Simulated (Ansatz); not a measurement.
C3H5 (SMILES [CH-]1CC1), charge -1, singlet, geometry from GFN2-xTB (a gas-phase anion, which may not be bound at this level). Base run: Ansatz (a first-principles code) with B3LYP/def2-SVP.

The Ansatz input:
Ansatz 0.2 input:
```yaml
crystal:
  periodic: [false, false, false]
  atoms:
    - {symbol: C, position_ang: [-0.01075075, 0.96016996, 0.09341244]}
    - {symbol: C, position_ang: [0.75577748, -0.34450835, 0.02662440]}
    - {symbol: C, position_ang: [-0.74825136, -0.36088374, 0.02184688]}
    - {symbol: H, position_ang: [-0.01259673, 1.43179750, -0.94199642]}
    - {symbol: H, position_ang: [1.25539163, -0.74361368, -0.87634220]}
    - {symbol: H, position_ang: [1.26166067, -0.70938769, 0.92963389]}
    - {symbol: H, position_ang: [-1.25179611, -0.73675342, 0.92164993]}
    - {symbol: H, position_ang: [-1.23331166, -0.77070990, -0.88424753]}
basis:
  gaussian:
    orbitals: def2-SVP
hamiltonian:
  xc: b3lyp
total_charge: -1
```

Variants of this job, named by their change:

| change | ΔE vs base (mEh) |
|---|---|
| base | 0.000 |
| lower_state_search = off | 0.000 |
| final_grid = 14, 28, 59 | 0.000 |
| final_grid = 6, 12, 29 | 0.002 |
| lower_state_search = light | 0.000 |
| fitting.mean_field = cc-pVTZ-JKFIT | -0.066 |
| point_charge = charge:-1.0 position_ang:0.126, 0.7684, -4.8021 | 99.584 |
| nuclear_model = gaussian | 0.009 |
| accuracy = high | -0.001 |
| forces = on | -0.002 |
| final_grid = 4, 8, 17 | 0.286 |

A gas-phase anion may not be bound at this level; its values then depend on the basis.
